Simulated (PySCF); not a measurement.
## Zr³⁺ (zirconium, charge +3) across methods

[Kr] 4d1, 2D determinant. All numbers are calculated (PySCF 2.14, a scalar-relativistic core potential, in aug-cc-pwCVDZ-PP with ECP28MDF (6s6p5d3f, 70 functions)).

```json
{"method": "r2SCAN", "E (hartree)": "-45.1951", "mean ε 4p α (eV)": "-60.384", "mean ε 4p β (eV)": "-59.500", "mean ε 4d α (eV)": "-28.978", "Σ⟨r²⟩ (bohr²)": "19.74", "⟨S²⟩": "0.751"}
{"method": "LDA", "E (hartree)": "-45.0128", "mean ε 4p α (eV)": "-59.379", "mean ε 4p β (eV)": "-58.684", "mean ε 4d α (eV)": "-28.622", "Σ⟨r²⟩ (bohr²)": "19.95", "⟨S²⟩": "0.750"}
{"method": "UHF", "E (hartree)": "-44.84058", "mean ε 4p α (eV)": "-68.036", "mean ε 4p β (eV)": "-66.260", "mean ε 4d α (eV)": "-33.968", "Σ⟨r²⟩ (bohr²)": "19.83", "⟨S²⟩": "0.753"}
{"method": "TPSSh", "E (hartree)": "-45.1721", "mean ε 4p α (eV)": "-60.613", "mean ε 4p β (eV)": "-59.781", "mean ε 4d α (eV)": "-29.456", "Σ⟨r²⟩ (bohr²)": "19.76", "⟨S²⟩": "0.751"}
{"method": "B97-3", "E (hartree)": "-45.1914", "mean ε 4p α (eV)": "-62.008", "mean ε 4p β (eV)": "-61.119", "mean ε 4d α (eV)": "-30.214", "Σ⟨r²⟩ (bohr²)": "19.73", "⟨S²⟩": "0.751"}
{"method": "r2SCANh", "E (hartree)": "-45.1870", "mean ε 4p α (eV)": "-61.219", "mean ε 4p β (eV)": "-60.263", "mean ε 4d α (eV)": "-29.559", "Σ⟨r²⟩ (bohr²)": "19.74", "⟨S²⟩": "0.751"}
{"method": "revPBE", "E (hartree)": "-45.2080", "mean ε 4p α (eV)": "-59.466", "mean ε 4p β (eV)": "-58.779", "mean ε 4d α (eV)": "-28.817", "Σ⟨r²⟩ (bohr²)": "19.78", "⟨S²⟩": "0.751"}
{"method": "PBE", "E (hartree)": "-45.1666", "mean ε 4p α (eV)": "-59.466", "mean ε 4p β (eV)": "-58.768", "mean ε 4d α (eV)": "-28.811", "Σ⟨r²⟩ (bohr²)": "19.82", "⟨S²⟩": "0.751"}
```

Estimate the same row for PBE0.

E (hartree) = -45.1668; mean ε 4p α (eV) = -61.885; mean ε 4p β (eV) = -60.950; mean ε 4d α (eV) = -30.287; Σ⟨r²⟩ (bohr²) = 19.78; ⟨S²⟩ = 0.751.

Energies and moments cover only the electrons outside the core potential.
